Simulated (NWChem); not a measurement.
System: C3H3 cation

```xyz
6

C      0.0000     0.0000    -1.3389
C      0.0000     0.0000    -0.1036
C      0.0000     0.0000     1.2444
H      0.0000     0.0000    -2.4262
H      0.0000     0.9468     1.8076
H      0.0000    -0.9468     1.8076
```
Atoms are numbered in this order, from 1.

Program: NWChem. All runs use the structure optimised with PBE0/def2-SVP. Vertical excitations in the gas phase; the lowest state need not have the same character in each row.

```csv
level,"lowest excitation, singlet (eV)",oscillator strength of that lowest state,"lowest state with f > 0.02, singlet (eV)",oscillator strength of that bright state,orbital gap (eV)
"PBE/aug-cc-pVDZ, TDA",2.16,0.000,5.90,0.115,2.01
"B3LYP/aug-cc-pVDZ, TDA",2.23,0.000,5.73,0.132,3.88
"LRC-wPBEh/aug-cc-pVDZ, TDA",2.22,0.000,5.73,0.147,7.90
"PBE0/aug-cc-pVDZ, TDA",2.23,0.000,5.76,0.139,4.30
```
